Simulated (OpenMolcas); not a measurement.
Pr2+: effect of the basis set

| Quantity | Value |
| --- | --- |
| Program | OpenMolcas |
| Method | CASSCF |
| Active space | 3 electrons in 7 orbitals (4f) |
| State averaging | 2S+1 = 4 odd, 35 roots; 2S+1 = 2 odd, 112 roots (105 in the spin-orbit step) |
| Spin-orbit coupling | RASSI with atomic mean-field integrals over the reference wave functions, term energies averaged over their components |

A. ANO-RCC-MB [6s5p3d1f], DKH2, point nucleus; cost of the order of 22 core-seconds
B. ANO-R1 [7s5p3d2f], X2C, finite nucleus; cost of the order of 40 core-seconds
C. ANO-RCC-VDZP [7s6p4d2f1g], DKH2, point nucleus; cost of the order of 40 core-seconds
D. ANO-R2 [8s6p3d3f1g], X2C, finite nucleus; cost roughly 70 core-seconds
E. ANO-RCC-VTZP [8s7p5d3f2g1h], DKH2, point nucleus; cost roughly 50 core-seconds
F. ANO-RCC-VQZP [9s8p6d4f3g2h], DKH2, point nucleus; cost roughly 3 core-minutes

Energies in cm-1 above 4f3 4I* 9/2, the measured ground level; measured values from Martin, Zalubas and Hagan, Atomic Energy Levels: The Rare-Earth Elements, NSRDS-NBS 60 (1978); the list in Maison, Palmeri and Quinet, J. Phys. B 58, 015001 (2025).

```json
{"Level": "4f3 4I* 9/2", "A": "0.0", "B": "0.0", "C": "0.0", "D": "0.0", "E": "0.0", "F": "0.0", "Measured": "0.0"}
{"Level": "4f3 4I* 11/2", "A": "1563", "B": "1455", "C": "1457", "D": "1467", "E": "1466", "F": "1471", "Measured": "1398"}
{"Level": "4f3 4I* 13/2", "A": "3270", "B": "3051", "C": "3056", "D": "3075", "E": "3074", "F": "3083", "Measured": "2893"}
{"Level": "4f3 4I* 15/2", "A": "5085", "B": "4753", "C": "4762", "D": "4789", "E": "4790", "F": "4803", "Measured": "4454"}
{"Level": "4f3 2H* 9/2(1)", "A": "14106", "B": "13494", "C": "13555", "D": "13550", "E": "13578", "F": "13575", "Measured": "10033"}
{"Level": "4f3 4F* 3/2", "A": "14211", "B": "13475", "C": "13515", "D": "13489", "E": "13510", "F": "13512", "Measured": "9371"}
{"Level": "4f3 4F* 5/2", "A": "15046", "B": "14250", "C": "14291", "D": "14271", "E": "14292", "F": "14296", "Measured": "10138"}
{"Level": "4f3 4S* 3/2", "A": "15806", "B": "14966", "C": "15008", "D": "14991", "E": "15012", "F": "15018", "Measured": "10950"}
{"Level": "4f3 4F* 7/2", "A": "15860", "B": "15018", "C": "15061", "D": "15046", "E": "15067", "F": "15073", "Measured": "10859"}
{"Level": "4f3 2H* 11/2(1)", "A": "16749", "B": "15913", "C": "15976", "D": "15993", "E": "16020", "F": "16023", "Measured": "12495"}
{"Level": "4f3 4F* 9/2", "A": "16756", "B": "15862", "C": "15909", "D": "15901", "E": "15923", "F": "15931", "Measured": "11762"}
{"Level": "4f3 2G* 7/2(1)", "A": "19514", "B": "18518", "C": "18583", "D": "18569", "E": "18601", "F": "18602", "Measured": ""}
{"Level": "4f3 2K* 13/2", "A": "21456", "B": "20347", "C": "20416", "D": "20390", "E": "20425", "F": "20424", "Measured": "16089"}
{"Level": "4f3 4G* 5/2", "A": "21606", "B": "20487", "C": "20547", "D": "20505", "E": "20537", "F": "20539", "Measured": "14187"}
{"Level": "4f3 2G* 9/2(1) [72 %]", "A": "21764", "B": "20575", "C": "20640", "D": "20644", "E": "20674", "F": "20682", "Measured": ""}
{"Level": "4f3 4G* 7/2", "A": "22778", "B": "21578", "C": "21640", "D": "21608", "E": "21640", "F": "21645", "Measured": "15443"}
{"Level": "4f3 2K* 15/2", "A": "23241", "B": "21983", "C": "22053", "D": "22036", "E": "22071", "F": "22075", "Measured": "17642"}
{"Level": "4f3 4G* 9/2", "A": "24034", "B": "22748", "C": "22813", "D": "22789", "E": "22821", "F": "22830", "Measured": "15705"}
{"Level": "4f3 4G* 11/2", "A": "25220", "B": "23865", "C": "23932", "D": "23912", "E": "23944", "F": "23955", "Measured": "17410"}
{"Level": "4f3 2P* 1/2", "A": "26730", "B": "25262", "C": "25336", "D": "25293", "E": "25333", "F": "25335", "Measured": "18694"}
{"Level": "4f3 2D* 5/2(1)", "A": "26967", "B": "25471", "C": "25544", "D": "25505", "E": "25544", "F": "25548", "Measured": "19046"}
{"Level": "4f3 2P* 3/2 [50 %]", "A": "29265", "B": "27579", "C": "27654", "D": "27629", "E": "27667", "F": "27677", "Measured": ""}
{"Level": "4f3 2I* 11/2", "A": "34032", "B": "32094", "C": "32175", "D": "32089", "E": "32138", "F": "32140", "Measured": "24358"}
{"Level": "4f3 2L* 15/2", "A": "34709", "B": "32719", "C": "32800", "D": "32717", "E": "32765", "F": "32769", "Measured": ""}
```

Deviations, from unrounded energies. A percentage is the sum of absolute deviations over the sum of measured energies, with the sign that they share, or ± where signs differ.

```json
{"Against measurement": "mean absolute deviation (cm-1)", "Levels": "19", "A": "5300", "B": "4400", "C": "4400", "D": "4400", "E": "4400", "F": "4400"}
{"Against measurement": "fine structure of the ground term (%)", "Levels": "3", "A": "+13.4", "B": "+5.9", "C": "+6.1", "D": "+6.7", "E": "+6.7", "F": "+7.0"}
{"Against measurement": "other terms of the ground configuration (%)", "Levels": "16", "A": "+42.9", "B": "+35.3", "C": "+35.7", "D": "+35.5", "E": "+35.7", "F": "+35.8"}
```

B, C, D, E, F lie about equally close to measurement and A furthest from it. The largest miss of B in the table is 4f3 2I* 11/2, by +7700 cm-1. The ranking rests on the paired levels alone, and a cruder setting can come out closer through cancelling errors.

Among A to F the level of the table that moves most is 4f3 2L* 15/2, by 2000 cm-1 (lowest in D, highest in A).

High states are left out of the spin-orbit mixing, which shifts the levels that they would mix with. Without dynamic correlation excited terms often stand tens of per cent too high (terms of higher spin than the ground term too low), and those without a measured partner can miss by more than the paired ones. Some levels mix across a computed gap that differs much from the measured one, so their mixing is not that of the real levels. Measured partners are found by configuration, term and J. A level has none where our copy of the source lacks it or the pairing is in doubt (some pairs that miss far off the trend of their configuration count as doubtful), and it then counts in no deviation. Levels of configurations outside the active space are missing. The table leaves out levels that lie high or whose names do not pair safely across all columns.

A share in square brackets marks a mixed level and gives the weight of the term that names it, the lowest over the columns. A number in round brackets counts repeated terms of one configuration in the order of the reference energies. * marks odd parity.
